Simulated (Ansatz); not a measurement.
Mulliken charges of CH$_{3}$AlBrFO, SMILES `C[O][Al]([F])[Br]` from r2SCAN/def2-TZVPP in Ansatz (PBE0-D4/def2-TZVP geometry).

```json
{"atom": "C1", "x (Å)": "0.486", "y (Å)": "-0.149", "z (Å)": "1.208", "charge (e)": "0.021"}
{"atom": "O2", "x (Å)": "-0.272", "y (Å)": "-0.620", "z (Å)": "0.127", "charge (e)": "-0.373"}
{"atom": "Al3", "x (Å)": "-0.662", "y (Å)": "-0.077", "z (Å)": "-1.396", "charge (e)": "0.744"}
{"atom": "F4", "x (Å)": "-1.618", "y (Å)": "-1.000", "z (Å)": "-2.349", "charge (e)": "-0.336"}
{"atom": "Br5", "x (Å)": "0.083", "y (Å)": "1.878", "z (Å)": "-2.177", "charge (e)": "-0.225"}
{"atom": "H6", "x (Å)": "0.946", "y (Å)": "0.824", "z (Å)": "1.002", "charge (e)": "0.054"}
{"atom": "H7", "x (Å)": "1.281", "y (Å)": "-0.864", "z (Å)": "1.439", "charge (e)": "0.057"}
{"atom": "H8", "x (Å)": "-0.152", "y (Å)": "-0.050", "z (Å)": "2.090", "charge (e)": "0.057"}
```

Q: By hand: the dipole of these point charges (1 e Å = 4.8032 D).

A: Σ q r = (0.260, 0.077, 0.474) e Å, of length 0.546 e Å = 2.62 D.

Q: How does the dipole of the full density compare? (Estimate.)

A: The calculation gave: (0.210, 0.092, 0.345) e Å, 1.99 D; the point charges give 1.32 times that, at 5° from its direction.

Point charges leave out the atoms' own dipoles, such as those of lone pairs, and Mulliken's split depends on the basis, so the two needn't agree.
